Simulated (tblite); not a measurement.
Input of a run (GFN2-xTB geometry optimisation, gas phase (tblite 0.8.0)), started from a force field or distance geometry:
```
{"job": {"kind": "relax", "xc": "GFN2-xTB", "basis": "xTB"}, "charge": 0, "multiplicity": 1}
C     -4.019200     0.081500     0.450300
O     -2.796700     0.714900     0.641000
Si    -1.799900     0.184500    -0.676700
N     -0.485800    -0.785700    -0.001400
C      0.861400    -0.346700     0.097600
C      1.799100    -1.211400     0.647500
C      3.132100    -0.849500     0.763600
C      3.562200     0.406800     0.323500
C      2.626100     1.267400    -0.239400
C      1.277400     0.891500    -0.347300
H     -4.849000     0.810000     0.665900
H     -4.094700    -0.144800    -0.628500
H     -4.089600    -0.821700     1.088200
H     -2.629700    -0.630100    -1.618600
H     -1.309900     1.321300    -1.474700
H     -0.728200    -1.734100     0.371900
H      1.534600    -2.191600     1.017500
H      3.874300    -1.517500     1.199300
H      4.612600     0.700000     0.414500
H      2.924700     2.266400    -0.597100
H      0.589100     1.605800    -0.788300
```

Output (eV, eV/Å):
```
step      E/eV     max force
  0    -798.38713    2.740
  1    -798.65294    1.802
  2    -798.81545    0.955
  3    -798.89530    0.905
  4    -799.00014    0.676
  5    -799.03886    0.627
  6    -799.10718    0.809
  7    -799.14608    0.566
  8    -799.17809    0.475
  9    -799.20075    0.361
 10    -799.22187    0.477
 11    -799.24224    0.471
 12    -799.26528    0.339
 13    -799.28586    0.318
 14    -799.30137    0.289
 15    -799.31173    0.222
 16    -799.31725    0.133
 17    -799.32056    0.126
 18    -799.32347    0.148
 19    -799.32601    0.127
 20    -799.32793    0.138
 21    -799.32962    0.118
 22    -799.33180    0.134
 23    -799.33460    0.151
 24    -799.33701    0.119
 25    -799.33859    0.116
 26    -799.34002    0.118
 27    -799.34210    0.168
 28    -799.34507    0.187
 29    -799.34841    0.131
 30    -799.35159    0.147
 31    -799.35496    0.157
 32    -799.35867    0.236
 33    -799.36280    0.219
 34    -799.36622    0.137
 35    -799.36915    0.143
 36    -799.37234    0.140
 37    -799.37553    0.183
 38    -799.37849    0.222
 39    -799.38178    0.130
 40    -799.38566    0.147
 41    -799.38826    0.212
 42    -799.39318    0.219
 43    -799.39640    0.129
 44    -799.39913    0.116
 45    -799.40182    0.149
 46    -799.40504    0.203
 47    -799.40911    0.194
 48    -799.41278    0.137
 49    -799.41570    0.135
 50    -799.41899    0.199
 51    -799.42444    0.213
 52    -799.42838    0.191
 53    -799.43329    0.217
 54    -799.43890    0.256
 55    -799.44582    0.379
 56    -799.45480    0.298
 57    -799.46971    0.207
 58    -799.47485    0.208
 59    -799.48095    0.219
 60    -799.48435    0.169
 61    -799.48742    0.132
 62    -799.49086    0.120
 63    -799.49476    0.159
 64    -799.49758    0.170
 65    -799.50051    0.150
 66    -799.50312    0.115
 67    -799.50610    0.122
 68    -799.50848    0.164
 69    -799.51041    0.165
 70    -799.51323    0.141
 71    -799.51604    0.117
 72    -799.51792    0.110
 73    -799.51927    0.096
 74    -799.52038    0.094
 75    -799.52159    0.082
 76    -799.52272    0.092
 77    -799.52445    0.126
 78    -799.52726    0.114
 79    -799.53253    0.207
 80    -799.53827    0.170
 81    -799.54319    0.147
 82    -799.54585    0.170
 83    -799.54799    0.184
 84    -799.55006    0.102
 85    -799.55434    0.112
 86    -799.55832    0.120
 87    -799.56180    0.106
 88    -799.56435    0.114
 89    -799.56693    0.136
 90    -799.56990    0.138
 91    -799.57288    0.152
 92    -799.57511    0.100
 93    -799.57660    0.092
 94    -799.57781    0.073
 95    -799.57926    0.089
 96    -799.58058    0.064
 97    -799.58154    0.064
 98    -799.58226    0.050
 99    -799.58286    0.062
100    -799.58330    0.045
101    -799.58360    0.034
102    -799.58389    0.042
103    -799.58424    0.050
104    -799.58462    0.049
105    -799.58495    0.050
106    -799.58520    0.039
107    -799.58543    0.037
108    -799.58570    0.039
109    -799.58600    0.031
110    -799.58629    0.038
111    -799.58658    0.037
112    -799.58688    0.039
113    -799.58711    0.028
114    -799.58724    0.024
115    -799.58734    0.025
116    -799.58744    0.025
117    -799.58754    0.023
118    -799.58762    0.021
119    -799.58771    0.018
120    -799.58782    0.020
121    -799.58797    0.032
122    -799.58817    0.040
123    -799.58837    0.036
124    -799.58854    0.029
125    -799.58868    0.031
126    -799.58880    0.032
127    -799.58890    0.032
128    -799.58903    0.031
129    -799.58921    0.034
130    -799.58946    0.040
131    -799.58976    0.040
132    -799.59003    0.042
133    -799.59028    0.041
134    -799.59055    0.049
135    -799.59083    0.040
136    -799.59110    0.030
137    -799.59132    0.036
138    -799.59152    0.033
139    -799.59173    0.031
140    -799.59196    0.034
141    -799.59216    0.028
142    -799.59235    0.025
143    -799.59253    0.024
144    -799.59269    0.025
145    -799.59279    0.019
146    -799.59285    0.021
147    -799.59290    0.015
148    -799.59297    0.018
149    -799.59303    0.018
150    -799.59309    0.014
151    -799.59313    0.014
152    -799.59316    0.012
153    -799.59319    0.011
154    -799.59322    0.010
155    -799.59325    0.012
156    -799.59328    0.012
157    -799.59331    0.011
158    -799.59333    0.009
```

**Question.** Summarise the run.

**Answer.** The energy falls by 116.4 kJ/mol over 158 L-BFGS steps, the largest force on an atom goes from 2.74 to 0.009 eV/Å, and the atoms move by 0.725 Å rms after alignment. The bond that changes most is O2–Si3 (silyl ether oxygen to oxygen-bound silicon), which shortens by 0.113 Å. Bonds longer at the end by more than 0.005 Å: 2 of 21; shorter: 16. Among the angles that change most is C1–O2–Si3, from 105.2° to 126.1°. Among the dihedrals that turn most is H12–C1–O2–Si3, from -25° to 64°. The energy never rose by more than 1e-5 eV on the way. The first step brought 22 % of the lowering.

**Question.** What are the final bond lengths?

**Answer.** C1–O2 1.390 Å, O2–Si3 1.623 Å, Si3–N4 1.717 Å, N4–C5 1.374 Å, C5–C6 1.396 Å, C6–C7 1.381 Å, C7–C8 1.385 Å, C8–C9 1.385 Å, C9–C10 1.381 Å, C5–C10 1.394 Å, C1–H11 1.093 Å, C1–H12 1.093 Å, C1–H13 1.091 Å, Si3–H14 1.468 Å, Si3–H15 1.468 Å, N4–H16 1.010 Å, C6–H17 1.082 Å, C7–H18 1.080 Å, C8–H19 1.079 Å, C9–H20 1.080 Å, C10–H21 1.078 Å. Numbering counts from 1 in the input's order; the species is `CO[SiH2]Nc1ccccc1`.

The run took 2.5 s on one thread of an Arm Neoverse N1, no GPU, shared host with 64 logical CPUs at a one-minute load of 61.

Its GFN2-xTB frequencies are all real (lowest 50 cm⁻¹). The numbers are those of one conformer. 3 starts were optimised and ended at 0.00, 0.00 and 3.26 kcal/mol (GFN2-xTB); the lowest of these is shown.

All values are computed, not measured.
